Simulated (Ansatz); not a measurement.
System: C₄H₅FO, charge 0, multiplicity 1. 
Structure (B3LYP-D3(BJ)/def2-TZVP (Ansatz, a program for electronic structure) minimum search):
SMILES: FC1=C(C)OC1
```xyz
11

C     -2.0464    -0.1864    -0.1412
C     -0.5756    -0.1932    -0.1377
C      0.4857     0.4624     0.3244
F      0.6972     1.5424     1.0767
C      1.4049    -0.5106    -0.3471
O      0.1772    -1.1784    -0.8186
H     -2.4170     0.6557     0.4423
H     -2.4295    -0.1035    -1.1613
H     -2.4377    -1.1118     0.2884
H      1.9942    -0.1499    -1.1898
H      1.9858    -1.1782     0.2888
```
Charge 0, spin multiplicity 1.

Basis-set convergence of Hartree-Fock and CCSD(T) correlation energies (hartree) with Ansatz. Correlated levels leave the core frozen unless marked. Spin-orbit coupling is left out. No relativistic terms.

| basis | functions | E(HF) | E(corr, CCSD(T)) | rough core time |
|---|---|---|---|---|
| cc-pVDZ | 109 | -328.61643 | -0.97364 | under 20 s |
| cc-pVTZ | 250 | (withheld) | (withheld) | 3 min |

Problem. What belongs in the gaps?

Solution. 
- cc-pVTZ, E(HF): -328.71649
- cc-pVTZ, E(corr, CCSD(T)): -1.20812
